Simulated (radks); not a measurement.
The nuclear charge of the fluorine ion F2+ is varied continuously with 7 electrons held in [He] 2s2 2p3. All-electron calculation, non-relativistic Kohn-Sham, LDA (Slater exchange, Perdew-Wang correlation), spin-polarised, spherical densities, point nucleus; open shells are filled with parallel spins first. Program: a radial shooting solver on a logarithmic mesh with Libxc functionals. By the Hellmann-Feynman theorem dE/dZ = E(electron-nucleus)/Z, the electronic potential at the nucleus.

Z     E (hartree)  E(electron-nucleus)/Z (hartree)  HOMO  e(HOMO) (eV)  <r> HOMO (bohr)
8.5     -85.17753                         -23.1416    2p       -38.144           0.9707
8.75    -91.06474                         -23.9560    2p       -44.655           0.9232
9       -97.15550                         -24.7701    2p       -51.602           0.8804
9.25   -103.44976                         -25.5840    2p       -58.984           0.8416
9.5    -109.94747                         -26.3977    2p       -66.799           0.8062
9.75   -116.64858                         -27.2112    2p       -75.047           0.7737
10     -123.55307                         -28.0246    2p       -83.726           0.7439

The central difference of E at Z = 9 is -24.770 hartree, to compare with the third column; the second derivative is -3.26 hartree.
